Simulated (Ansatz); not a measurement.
The cluster Li7, relaxed as a doublet with UKS PBE/def2-TZVP in Ansatz, starting from the GFN1-xTB geometry. Force threshold 0.02 eV/Å.

The structure comes from a short search, and lower isomers may exist.

Start:

```csv
atom,x (Å),y (Å),z (Å)
Li1,1.874,-0.275,1.045
Li2,-1.771,-1.027,-0.725
Li3,0.665,-0.225,-1.262
Li4,0.214,-2.112,0.460
Li5,-1.297,1.475,-0.931
Li6,0.964,1.940,0.148
Li7,-0.649,0.223,1.265
```

| step | energy (eV) | largest force component (eV/Å) | SCF passes |
| --- | --- | --- | --- |
| 1 | -1426.7112 | 1.004 | 42 |
| 2 | -1427.4364 | 0.383 | 40 |
| 3 | -1427.6395 | 0.043 | 38 |
| 4 | -1427.6429 | 0.012 | 35 |

Force components are those of the run's own axes.

End:

```
atom   x (Å)   y (Å)   z (Å)
 Li1   2.255  -0.326   1.233
 Li2  -2.107  -1.228  -0.877
 Li3   0.653  -0.221  -1.256
 Li4   0.246  -2.517   0.566
 Li5  -1.547   1.757  -1.112
 Li6   1.152   2.314   0.190
 Li7  -0.652   0.220   1.255
```

By distances, no bond broke or formed, bridged metal pairs apart. The bond that changes most is Li1–Li4, from 2.54 to 3.05 Å (atoms count from 1). Metal–metal contacts that move far: Li1–Li4 2.54 to 3.05 Å. The end is the same structure that another start reached, the lowest one found.

No frequencies were taken in this run, so the end may be a saddle point.

Run time 7.5 s (4 threads of Arm Neoverse V1 on a shared host).
